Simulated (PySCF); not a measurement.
Some computed properties have been withheld. Give your best values.

Compound: C5H11NSi2.
Structure used (GFN2-xTB), in Å, numbered top down from 1:
```xyz
19
C5H11NSi2 angstrom
N     -4.1636   -1.0002    0.6388
C     -3.2393   -0.3489    0.4597
C     -2.0606    0.4345    0.2293
C     -0.8762   -0.0519    1.1039
Si     0.1071   -0.5771   -0.4517
C      1.7282    0.3469   -0.7684
Si     3.1197   -0.0581    0.4637
C     -1.4858    0.1937   -1.1902
H     -2.3084    1.4845    0.4073
H     -1.1645   -0.8462    1.7893
H     -0.4523    0.7532    1.7001
H      0.2260   -2.0249   -0.6487
H      1.5478    1.4218   -0.7579
H      2.0706    0.1061   -1.7737
H      2.7003    0.3032    1.8185
H      3.4112   -1.4898    0.3990
H      4.3167    0.7080    0.1057
H     -1.3743    1.1216   -1.7470
H     -2.1127   -0.4671   -1.7851
```

```json
{"property": "point group of the GFN2-xTB geometry", "level": "GFN2-xTB", "value": "?"}
{"property": "rotational constants A, B, C of the GFN2-xTB geometry", "level": "GFN2-xTB", "value": "4.420, 0.593, 0.563 GHz"}
{"property": "dipole moment", "level": "PBE0/pcSseg-1", "value": "?"}
{"property": "HOMO energy", "level": "PBE0/pcSseg-1", "value": "?"}
{"property": "LUMO energy", "level": "PBE0/pcSseg-1", "value": "?"}
{"property": "13C chemical shifts (computed TMS as zero) by class", "level": "GIAO PBE0/pcSseg-1", "value": "129.8 (C2), 21.7 (C4/C8), 18.2 (C3), -6.1 (C6) ppm"}
{"property": "1H chemical shifts (computed TMS as zero) by class", "level": "GIAO PBE0/pcSseg-1", "value": "5.23 (H12), 3.97 (H15/H16/H17), 3.04 (H9), 1.87 (H10/H19), 1.87 (H11/H18), 0.09 (H13/H14) ppm"}
{"property": "isotropic shieldings of nuclei other than C and H, by class", "level": "GIAO PBE0/pcSseg-1", "value": "-31 (N1), 355 (Si5), 428 (Si7) ppm"}
```

The electronic properties come from PySCF, for the isolated species, density fitting. One conformer (not necessarily the lowest) at the GFN2-xTB geometry, without solvent or vibrations. NMR classes are plain means over equivalent atoms (diastereotopic ones count apart unless rotation or inversion swaps them), as if these changed places fast; in this geometry the members of some classes differ.

(1) Give the point group of the GFN2-xTB geometry.

(2) Give the dipole moment.

(3) What is the HOMO energy?

(4) Give the LUMO energy.

## Answers

(1) C1.

(2) 4.79 D.

(3) -8.27 eV.

(4) -0.07 eV.

The rotational constants make it an asymmetric top with κ = (2B − A − C)/(A − C) = -0.98, nearer the prolate limit (−1). A dipole of 4.79 D is allowed in C1, and pure rotational transitions are dipole-allowed. The dipole equals about 16.0 × 10⁻³⁰ C·m (1 D = 3.33564 × 10⁻³⁰ C·m). With B = h/(8π²I), that is 505.379 GHz u Å² over I, the principal moments of inertia are 114.3, 852.7 and 898.3 u Å² (most abundant isotopes).

For the NMR shielding job (PBE0/pcSseg-1), hardware: an Arm Neoverse V1 with one thread, shared host. Cost: 36 s, 0.92 GiB resident at most.
